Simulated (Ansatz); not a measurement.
One change: `CS[Si]S` becomes `CC[Si]SC`.

Ansatz, PBE0-D4/def2-TZVP geometries, multiplicity 1. Each molecule was computed in one conformer, which needn't be the lowest.

```tsv
property	`CS[Si]S`
HOMO energy (ωB97M-V/def2-TZVPP) / eV	-8.94
size of the dipole moment (ωB97M-V/def2-TZVPP) / D	2.00
size of the dipole moment (B3LYP/def2-TZVPP) / D	2.01
LUMO energy (B3LYP/def2-TZVPP) / eV	-2.14
LUMO energy (PBE0/def2-TZVPP) / eV	-2.00
HOMO–LUMO gap (B3LYP/def2-TZVPP) / eV	4.58
```

Q: Give the same properties after the change, and the shifts. (Best estimate.)

A: The calculation gave: 
| property | `CC[Si]SC` | shift |
| --- | --- | --- |
| HOMO energy (ωB97M-V/def2-TZVPP) / eV | -8.34 | 0.60 |
| size of the dipole moment (ωB97M-V/def2-TZVPP) / D | 2.57 | 0.57 |
| size of the dipole moment (B3LYP/def2-TZVPP) / D | 2.63 | 0.62 |
| LUMO energy (B3LYP/def2-TZVPP) / eV | -2.06 | 0.08 |
| LUMO energy (PBE0/def2-TZVPP) / eV | -1.90 | 0.10 |
| HOMO–LUMO gap (B3LYP/def2-TZVPP) / eV | 4.03 | -0.55 |

With PBE0 the HOMO rises by 0.65 eV and the LUMO rises by 0.10 eV, so the gap narrows by about 0.55 eV. PBE moves the HOMO by 0.65 eV and ωB97M-V by 0.60 eV. Dipoles are sizes alone; their direction can turn.

B3LYP here is the variant with VWN-RPA as its local correlation; programs differ in this.
